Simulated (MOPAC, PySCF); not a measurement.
Dissociation curve of AgCl, singlet.

Levels of theory: RMP2 = MP2 on RHF/def2-TZVP, 5 core orbitals frozen, def2 effective core potentials past Kr in PySCF; PM7, restricted, heats of formation (MOPAC); UCCSD(T) = PySCF with CCSD(T) on UHF/def2-TZVP, 5 core orbitals frozen, def2 effective core potentials past Kr.

Energies relative to the lowest point of each curve near equilibrium, in kcal/mol:

| R / Å | RMP2 | PM7 |
|---|---|---|
| 1.73 | 93.2 | 153.5 |
| 2.04 | 9.3 | 18.4 |
| 2.15 | 1.9 | 5.1 |
| 2.21 | 0.3 | 1.6 |
| 2.35 | 0.8 | 0.4 |
| 2.43 | 2.9 | 2.6 |
| 2.66 | 12.5 | 14.5 |
| 3.78 | 62.4 | 68.9 |
| 4.11 | 72.6 | 76.4 |
| 4.57 | 84.0 | 83.7 |
| 5.05 | 93.0 | 89.1 |
| 6.82 | 108.7 | 102.2 |

Q: Predict the corresponding UCCSD(T) column.

A: 1.73: 100.6; 2.04: 11.6; 2.15: 3.0; 2.21: 0.9; 2.35: 0.4; 2.43: 2.1; 2.66: 10.6; 3.78: 58.9; 4.11: 66.2; 4.57: 70.0; 5.05: 71.0; 6.82: 71.3 (kcal/mol).

The restricted form behind RMP2, PM7 keeps the bonding electrons paired and can't separate into open-shell fragments. The T1 diagnostic of CCSD on the restricted reference of RMP2 exceeds 0.045 at 4.11 to 9.20 Å. The unrestricted determinant behind UCCSD(T) is spin-contaminated at 3.78 to 9.20 Å (<S²> up to 1.0, against 0.00 for a pure singlet).
